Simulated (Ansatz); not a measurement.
`[CH3][Sb]([CH3])[CH3]` → `[CH3]`• + `[CH3][Sb][CH3]`•  (homolysis of the C–Sb bond)

Computed with Ansatz on PBE0-D4/def2-TZVP structures; ΔE is electronic, products minus reactants. CBS: MP2 limit from def2 TZ/QZ plus the TZ coupled-cluster correction, frozen cores. This one scheme is used for every species. No spin–orbit coupling; open shells (•) take unrestricted orbitals. Elements past krypton have def2 core potentials. For Sb outer-core shells are correlated without core-valence functions, which leaves a few kJ/mol of doubt a bond.

`[CH3][Sb]([CH3])[CH3]`:

Z-matrix (Å, degrees):
```
C
Sb 1 2.157
H 1 1.091 2 109.7
H 1 1.091 2 110.0 3 -120.4
H 1 1.091 2 109.7 3 119.3
C 2 2.157 1 94.6 3 72.9
C 2 2.157 1 94.6 3 167.9
H 6 1.091 2 109.7 1 -72.8
H 6 1.091 2 110.0 1 47.6
H 6 1.091 2 109.7 1 167.9
H 7 1.091 2 109.7 1 72.9
H 7 1.091 2 110.0 1 -47.5
H 7 1.091 2 109.7 1 -167.9
```

`[CH3]`•:

```xyz
4

C     0.000    0.000    0.000
H    -0.996   -0.412    0.076
H     0.767   -0.537   -0.539
H     0.229    0.949    0.463
```

`[CH3][Sb][CH3]`•:

Z-matrix (Å, degrees):
```
C
Sb 1 2.161
H 1 1.090 2 110.0
H 1 1.091 2 109.7 3 120.2
H 1 1.091 2 109.7 3 -120.2
C 2 2.161 1 93.5 3 -179.9
H 6 1.091 2 109.7 1 59.7
H 6 1.090 2 110.0 1 179.9
H 6 1.091 2 109.7 1 -59.9
```

```
                species  CCSD(T)/CBS(def2) energy (Eh)
`[CH3][Sb]([CH3])[CH3]`                     -359.59777
               `[CH3]`•                      -39.78218
      `[CH3][Sb][CH3]`•                     -319.71084
```

Work out ΔE.

ΔE = (-39.78218) + (-319.71084) − (-359.59777) = 0.10475 Eh = +275.0 kJ/mol.

What do rigid-rotor, harmonic-oscillator terms from PBE0-D4/def2-TZVP frequencies (298.15 K, 1 bar) make of the CCSD(T)/CBS value? (Estimate.)

Ansatz gave: ΔZPE = -18.8 kJ/mol, ΔH = +260.9 kJ/mol, ΔS = 161 J/(mol·K), ΔG = +212.8 kJ/mol. Open shells count their whole term as degenerate.

Largest T1 diagnostic among the species: 0.012.

From r2SCAN to r2SCAN0 (25 % exact exchange), in def2-TZVPP and without D4, ΔE moves by −5.8 kJ/mol: exact exchange takes away binding that semilocal exchange gives to molecules. Leaving LDA and LC-ωPBE aside and taking each functional with its dispersion term where it has one, the values, not all of them listed here, spread over 32.3 kJ/mol, from r2SCAN0-D4 to ωB97X-V. LDA lies +64.7 kJ/mol from PBE without D4, its usual overbinding. The D4 term adds +14.5 kJ/mol with B3LYP and +7.9 kJ/mol with PBE0; it sums over pairs of atoms, weighted by their polarisabilities, and B3LYP, whose exchange is more repulsive, gets the larger term.

B3LYP here is the variant with VWN-RPA as its local correlation; programs differ in this.
